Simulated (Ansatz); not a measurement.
Reactions of CH8FNO2Si2, SMILES `C[SiH](F)N[SiH](O)O`.

Computed with Ansatz on PBE0-D4/def2-TZVP structures; ΔE is electronic, products minus reactants. CCSD(T)/CBS adds triple-zeta CCSD(T) − MP2 to the extrapolated MP2 energy (def2 sets, frozen cores). This one scheme is used for every species, atoms too. Functionals use def2-TZVPP. Open shells (•) are unrestricted, without spin–orbit coupling. Spin–orbit coupling would lower the free atoms: a little for C, F, O, Si. Bonds to Br are less sure, by a few kJ/mol each and by 10 to 20 or more in all where they break to atoms, as the def2 sets lack core-valence functions. Scalar relativity is left out up to krypton. Each species was taken in one conformer, which may not be the lowest.

```tsv
reaction	CCSD(T)/CBS(def2) (eV)
`C[SiH](F)N[SiH](O)O` + `C=N` → `C[SiH](F)C=N` + `N[SiH](O)O`	?
`C[SiH](F)N[SiH](O)O` → `CN[SiH](O)O` + `F[SiH]`	?
`C[SiH](F)N[SiH](O)O` → C• + F• + 8 H• + N• + 2 O• + 2 Si•	61.01
`C[SiH](F)N[SiH](O)O` + H₂ → `C[SiH](F)N[SiH2]O` + H₂O	1.00
`C[SiH](F)N[SiH](O)O` + `[OH][AlH2]` → `C[SiH](F)[O][AlH2]` + `N[SiH](O)O`	-0.60
`C[SiH](F)N[SiH](O)O` + H₂ → `C[SiH2]N[SiH](O)O` + H–F	?
`C[SiH](F)N[SiH](O)O` + `BBO` → `BBO[SiH](C)F` + `N[SiH](O)O`	-0.29
`C[SiH](F)N[SiH](O)O` + `[NH2][Al]([F])[SH]` → `C[S][Al]([NH2])[F]` + `O[SiH](O)N[SiH2]F`	0.77
`C[SiH](F)N[SiH](O)O` → `CN([SiH2]O)[SiH](O)F`	1.02
`C[SiH](F)N[SiH](O)O` + HBr → `C[SiH](F)Br` + `N[SiH](O)O`	-0.24
```

Question: Fill in the missing values. (Estimate.)

Answer: Ansatz gave: `C[SiH](F)N[SiH](O)O` + `C=N` → `C[SiH](F)C=N` + `N[SiH](O)O`: +0.93 eV; `C[SiH](F)N[SiH](O)O` → `CN[SiH](O)O` + `F[SiH]`: +3.91 eV; `C[SiH](F)N[SiH](O)O` + H₂ → `C[SiH2]N[SiH](O)O` + H–F: +1.45 eV.

Largest T1 diagnostic: 0.015, for `F[SiH]`.
